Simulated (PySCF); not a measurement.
B(Cl)2(Et) (C2H5BCl2), SMILES CCB(Cl)Cl.

Geometry optimised at PBE0-D3(BJ)/def2-SVP. Other conformers were not sampled.

Level of theory: TDA-PBE/def2-SVPD (PySCF).

Vertical excitations. The molecule is in vacuum. State labels are in the subgroup Cs.

Problem. List the lowest excited states. (An estimate is asked for; the answer gives what the named calculation found.)

Solution. 
| state | symmetry | energy (eV) | λ (nm) | f | main pairs |
|---|---|---|---|---|---|
| S1 | A" | 5.40 | 230 | 0.000 | HOMO→LUMO 86 %, HOMO−1→LUMO 14 % |
| S2 | A" | 5.52 | 225 | 0.001 | HOMO−1→LUMO 85 %, HOMO→LUMO 14 % |
| S3 | A' | 6.43 | 193 | 0.079 | HOMO−2→LUMO 59 %, HOMO−3→LUMO 35 % |
| S4 | A" | 6.59 | 188 | 0.001 | HOMO−4→LUMO 99 % |
| S5 | A' | 6.76 | 183 | 0.101 | HOMO−3→LUMO 55 %, HOMO−2→LUMO 31 % |
| S6 | A' | 7.13 | 174 | 0.068 | HOMO→LUMO+1 94 % |
| S7 | A' | 7.19 | 172 | 0.032 | HOMO−1→LUMO+1 99 % |
| S8 | A" | 7.20 | 172 | 0.000 | HOMO−6→LUMO 100 % |
| S9 | A" | 7.62 | 163 | 0.001 | HOMO−2→LUMO+1 100 % |
| S10 | A' | 7.70 | 161 | 0.063 | HOMO−5→LUMO 83 % |
| T1 | A" | 5.09 | 243 | 0 | HOMO→LUMO 71 %, HOMO−1→LUMO 28 % |
| T2 | A" | 5.25 | 236 | 0 | HOMO−1→LUMO 71 %, HOMO→LUMO 29 % |
| T3 | A' | 5.59 | 222 | 0 | HOMO−2→LUMO 99 % |
| T4 | A' | 6.08 | 204 | 0 | HOMO−3→LUMO 93 % |
Triplets are in the Tamm–Dancoff approximation.
